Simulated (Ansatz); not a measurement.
`[NH2][Mg][O][SiH3]` + `OC(F)F` → `OC(F)(F)[SiH3]` + `[NH2][Mg][OH]`  (formal exchange of groups at the Si–O bond)

Calculated with Ansatz (gas phase, PBE0-D4/def2-TZVP geometries, no zero-point term in ΔE). CCSD(T)/CBS is the MP2 limit (def2-TZVPP, def2-QZVPP) plus CCSD(T) − MP2 in def2-TZVPP, frozen cores. Functionals use def2-TZVPP. B3LYP here is the variant with VWN-RPA as its local correlation; programs differ in this. For Mg outer-core shells are correlated without core-valence functions, which leaves a few kJ/mol of doubt a bond. Each species was taken in one conformer, which may not be the lowest.

`[NH2][Mg][O][SiH3]`:

Cartesian coordinates in Å:
```
N -1.071 1.411 2.437
Mg -0.401 0.533 0.920
O 0.239 -0.307 -0.531
Si 0.806 -1.062 -1.834
H -1.201 1.008 3.352
H -1.369 2.374 2.488
H 0.246 -0.482 -3.091
H 2.294 -0.962 -1.922
H 0.458 -2.514 -1.820
```

`OC(F)F`:

Cartesian coordinates in Å:
```
O 0.067 -0.687 -0.842
C 0.059 -0.030 0.333
F -1.172 0.460 0.618
F 0.884 1.045 0.304
H -0.212 -0.081 -1.540
H 0.373 -0.707 1.128
```

`OC(F)(F)[SiH3]`:

```xyz
9

O    -0.503   -0.046   -1.555
C    -0.551   -0.348   -0.238
F    -0.517   -1.708   -0.069
F    -1.763    0.025    0.283
Si    0.891    0.494    0.724
H    -1.239   -0.484   -2.005
H     0.753    0.104    2.145
H     0.760    1.960    0.557
H     2.169    0.003    0.157
```

`[NH2][Mg][OH]`:

```xyz
6

N    -0.760   -0.794   -0.988
Mg    0.190    0.249    0.257
O     1.049    1.290    1.402
H    -1.661   -1.225   -0.845
H    -0.470   -1.016   -1.929
H     1.652    1.495    2.103
```

Question: Is it downhill or uphill in electronic energy at CCSD(T)/CBS, and by how much? (Estimate.)

Answer: Computed: Uphill: ΔE = +157.8 kJ/mol.

Question: What do these levels give: r2SCAN-D4, B3LYP-D4, ωB97X-V, r2SCAN, PBE0, HF/def2-TZVPP, SCS-MP2/def2-TZVPP, HF/def2-QZVPP, MP2/def2-QZVPP, SCS-MP2/def2-QZVPP, HF/CBS(def2), MP2/CBS(def2)? (Estimate.)

Answer: The calculation gave: r2SCAN-D4 152.5, B3LYP-D4 152.1, ωB97X-V 151.2, r2SCAN 152.9, PBE0 150.8, HF/def2-TZVPP 184.5, SCS-MP2/def2-TZVPP 167.1, HF/def2-QZVPP 186.4, MP2/def2-QZVPP 162.9, SCS-MP2/def2-QZVPP 165.9, HF/CBS(def2) 186.7, MP2/CBS(def2) 160.9 kJ/mol.

Largest T1 diagnostic among the species: 0.013.

In def2-TZVPP, CCSD(T) changes the Hartree–Fock value by −23.5 kJ/mol (the triples alone add −3.3 kJ/mol) and MP2 by −20.4 kJ/mol. From PBE to PBE0 (25 % exact exchange), in def2-TZVPP and without D4, ΔE moves by +11.4 kJ/mol.
